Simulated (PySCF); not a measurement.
PySCF job for 2-bromobut-1-en-3-yne (C4H3Br), SMILES C#CC(=C)Br, KT2/pcSseg-1. Coordinates come from a B3LYP-D3(BJ)/def2-SVP optimisation.

```python
import numpy as np
from pyscf import gto, scf, dft
from pyscf.prop.nmr import rks as nmr

mol = gto.M(
    atom='''
    C     1.00783773    2.67742960    0.00000000
    C     0.26005283    1.72135077    0.00000000
    C    -0.59935487    0.59078817    0.00000000
    C    -1.93945053    0.63218067    0.00000000
    Br    0.31274789   -1.10217152    0.00000000
    H     1.66679230    3.52529577    0.00000000
    H    -2.44815717    1.59908682    0.00000000
    H    -2.53932223   -0.27887462    0.00000000
    ''',
    basis='pcSseg-1',
    charge=0,
    spin=0,
    max_memory=1600,
    verbose=3,
)
mf = dft.RKS(mol, xc='kt2')
mf.grids.level = 3
mf.conv_tol = 1e-10
mf.max_cycle = 100
mf.kernel()
n = nmr.NMR(mf)
n.verbose = 2
n.max_cycle_cphf = 60
sigma = n.kernel()
print('atom   isotropic/ppm   span/ppm')
for i, s in enumerate(sigma):
    w = np.linalg.eigvalsh((s + s.T) / 2)
    print(f'{mol.atom_symbol(i):2s}{i + 1:3d} {w.mean():14.3f} {w[2] - w[0]:11.3f}')
```

Program output:

```
converged SCF energy = -2740.53862279672
atom   isotropic/ppm   span/ppm
C   1        101.310     135.464
C   2        103.315     290.138
C   3         60.034     140.487
C   4         56.695     184.797
Br  5       1752.380    1668.031
H   6         27.668      10.698
H   7         25.201       9.080
H   8         25.314       9.319
```

The run converged.
